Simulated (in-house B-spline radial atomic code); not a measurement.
**Al³⁺: [He] 2s2 2p5 3p1 (an excited or competing configuration)**

Computed with a B-spline radial code for spherical atoms: non-relativistic PBE0, spin-polarised, spherical fractional occupations, exact exchange averaged over the configuration, point nucleus.

Effective charges: Z_r = [3n² - l(l+1)]/(2<r>) from the radius, Z_e = n√(-2ε) from the energy, and Slater's rules. Values are occupation-weighted means over spin.

| shell | electrons | ε (eV) | <r> (bohr) | Z_r | Z_e | Slater |
| --- | --- | --- | --- | --- | --- | --- |
| 1s | 2 | -1592.2 | 0.1204 | 12.46 | 10.82 | 12.70 |
| 2s | 2 | -167.07 | 0.6062 | 9.90 | 7.01 | 9.20 |
| 2p | 5 | -128.97 | 0.5687 | 8.79 | 6.16 | 9.20 |
| 3p | 1 | -32.514 | 2.097 | 5.96 | 4.64 | 5.05 |

The least bound orbital is 3p up at -32.51 eV, and it is also the most diffuse (<r> = 2.097 bohr).
